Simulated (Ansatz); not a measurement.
`BC[N](B)[AlH2]`. The species carries charge 0 and has multiplicity 1. All single points use the PBE0-D4/def2-TZVP geometry. It is one conformer, not always the lowest.

```xyz
13

B    -1.508    0.626   -1.123
C    -0.076    0.889   -0.591
N     0.470   -0.052    0.384
B     1.037    0.384    1.585
Al    0.398   -1.834    0.062
H    -1.966    1.357   -1.952
H    -2.175   -0.282   -0.710
H    -0.078    1.908   -0.169
H     0.589    0.987   -1.464
H     1.105    1.558    1.836
H     1.450   -0.436    2.360
H     0.782   -2.862    1.193
H    -0.028   -2.245   -1.410
```

(1) What is the dipole moment at ωB97M-V/def2-TZVPP? (An estimate is asked.)

(2) And with PBE, r2SCAN, B3LYP? (Best estimate.)

(3) Give the Mulliken charges with ωB97M-V, PBE, r2SCAN in def2-TZVPP. (Estimate.)

Answers

(1) The calculation gave: 1.22 D, with components (-0.27, 0.27, -1.16) D in this frame, pointing from negative to positive charge.

(2) Computed: PBE 1.26 D, r2SCAN 1.24 D, B3LYP 1.22 D.

(3) The calculation gave: 
| atom | ωB97M-V | PBE | r2SCAN |
| --- | --- | --- | --- |
| B1 | -0.16 | -0.06 | 0.01 |
| C2 | -0.12 | -0.07 | -0.05 |
| N3 | -0.18 | -0.03 | -0.16 |
| B4 | -0.20 | -0.17 | -0.07 |
| Al5 | 0.36 | 0.31 | 0.45 |
| H6 | 0.09 | 0.03 | 0.01 |
| H7 | 0.07 | 0.01 | -0.01 |
| H8 | 0.11 | 0.09 | 0.07 |
| H9 | 0.13 | 0.11 | 0.08 |
| H10 | 0.05 | -0.01 | -0.03 |
| H11 | 0.06 | 0.01 | -0.01 |
| H12 | -0.08 | -0.09 | -0.13 |
| H13 | -0.11 | -0.12 | -0.16 |

B3LYP here is the variant with VWN-RPA as its local correlation; programs differ in this.
